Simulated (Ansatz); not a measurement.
A relaxation, step by step

BH3SeOF2, closed shell, PBE0-D4/def2-TZVP (Ansatz 0.2.0). Settings:

```yaml
hamiltonian: {xc: pbe0, dispersion: d4}
relax: {f_tol: 0.005, max_steps: 200}
```

Start, a step off a saddle point along its unstable mode:

B1  (-0.516, -0.414, -0.470)
O2  (0.545, 0.206, -1.107)
F3  (-0.397, -1.729, -0.202)
F4  (-1.763, 0.065, -0.668)
H5  (0.756, 0.824, 0.451)
Se6  (0.116, 0.628, 1.663)
H7  (0.255, 0.909, -1.697)
H8  (1.004, -0.490, 2.030)
(Å)

```tsv
step	energy less the last (meV)	largest force component (eV/Å)
1	918.2	3.231
4	95.9	0.808
7	18.7	0.247
10	10.9	0.097
13	8.6	0.027
16	7.6	0.110
19 (rejected trial)	6.7	0.209
22	5.4	0.103
25	3.6	0.119
28	1.8	0.085
31	1.1	0.129
34	0.2	0.024
37	0.0	0.011
40	0.0	0.006
42	0.0	0.004
```

Step 4, positions (Å) and forces (eV/Å):

```
atom       x       y       z      Fx      Fy      Fz
  B1  -0.624  -0.537  -0.822  -0.072   0.023  -0.235
  O2   0.434   0.111  -1.411  -0.808  -0.278   0.129
  F3  -0.471  -1.776  -0.358  -0.005   0.793  -0.221
  F4  -1.852   0.010  -0.802   0.733  -0.344  -0.019
  H5   1.032   0.994   0.842  -0.132   0.009   0.334
 Se6   0.251   0.736   2.075   0.243   0.009  -0.259
  H7   0.153   0.910  -1.879   0.101  -0.238   0.258
  H8   1.077  -0.447   2.355  -0.059   0.027   0.014
```

Step 37, positions (Å) and forces (eV/Å):

| atom | x | y | z | Fx | Fy | Fz |
| --- | --- | --- | --- | --- | --- | --- |
| B1 | -0.482 | -0.560 | -0.918 | 0.004 | -0.001 | 0.000 |
| O2 | 0.120 | 0.265 | -1.796 | -0.011 | -0.001 | 0.005 |
| F3 | 0.174 | -1.617 | -0.472 | -0.002 | 0.003 | -0.002 |
| F4 | -1.749 | -0.406 | -0.549 | 0.004 | -0.001 | -0.001 |
| H5 | 1.797 | 0.368 | 1.481 | -0.003 | -0.001 | 0.001 |
| Se6 | 0.540 | 1.059 | 1.791 | -0.001 | -0.002 | 0.002 |
| H7 | -0.437 | 1.002 | -2.058 | 0.005 | 0.000 | -0.003 |
| H8 | 0.038 | -0.111 | 2.520 | 0.003 | 0.004 | -0.003 |

Step 40, positions (Å) and forces (eV/Å):

| atom | x | y | z | Fx | Fy | Fz |
| --- | --- | --- | --- | --- | --- | --- |
| B1 | -0.476 | -0.561 | -0.920 | 0.005 | 0.001 | -0.002 |
| O2 | 0.111 | 0.271 | -1.802 | 0.002 | -0.002 | 0.000 |
| F3 | 0.191 | -1.613 | -0.481 | -0.001 | 0.004 | -0.003 |
| F4 | -1.741 | -0.417 | -0.540 | -0.006 | 0.000 | 0.002 |
| H5 | 1.793 | 0.336 | 1.490 | -0.004 | 0.003 | 0.001 |
| Se6 | 0.553 | 1.062 | 1.785 | 0.005 | -0.002 | -0.002 |
| H7 | -0.451 | 1.005 | -2.059 | -0.001 | -0.004 | 0.003 |
| H8 | 0.019 | -0.085 | 2.526 | -0.001 | 0.000 | 0.001 |

Last step (42):

B1  (-0.475, -0.561, -0.921)
O2  (0.109, 0.273, -1.803)
F3  (0.196, -1.612, -0.485)
F4  (-1.739, -0.420, -0.538)
H5  (1.792, 0.327, 1.493)
Se6  (0.557, 1.063, 1.783)
H7  (-0.455, 1.006, -2.058)
H8  (0.014, -0.077, 2.528)
(Å)

The run took about 72 s on 8 CPU threads of an Arm Neoverse V1 (shared host).
